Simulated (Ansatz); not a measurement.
Cartesian coordinates (Å):
SMILES: O(C)c1c([SiH3])c2sccc2s1
```xyz
19

C      2.6347    -1.9779     0.4385
O      2.1599    -0.6589     0.3396
C      0.8566    -0.4596     0.1351
S     -0.2736    -1.7971    -0.0294
C     -1.5796    -0.6765    -0.2444
C     -2.9790    -0.7980    -0.4617
C     -3.5619     0.4366    -0.5634
S     -2.4316     1.7401    -0.3999
C     -1.1211     0.6356    -0.1848
C      0.2842     0.7878     0.0341
Si     1.2656     2.3675     0.1740
H      2.1654    -2.5074     1.2861
H      3.7166    -1.9146     0.6051
H      2.4416    -2.5411    -0.4913
H     -3.5280    -1.7362    -0.5389
H     -4.6144     0.6609    -0.7295
H      0.3163     3.5100     0.0118
H      1.9341     2.4767     1.5054
H      2.3142     2.4523    -0.8862
```
Charge 0, spin multiplicity 1.

Level of theory: Ansatz (an electronic-structure program) with frozen-core CCSD(T)/cc-pVDZ // PBE0-D3(BJ)/def2-SVP. The restricted HF reference is unstable towards unrestricted orbitals.

| Item | Value |
|---|---|
| HF energy | -1428.56321 Ha |
| MP2 correlation energy | -1.47895 Ha |

**Question.** Estimate the CCSD correlation energy, the (T) correction, the total energy and the T1 diagnostic.

**Answer.** 
```
Quantity                         Result
-----------------------  --------------
CCSD correlation energy     -1.54424 Ha
(T) correction              -0.06692 Ha
CCSD(T) total energy     -1430.17437 Ha
T1 diagnostic                     0.013
```
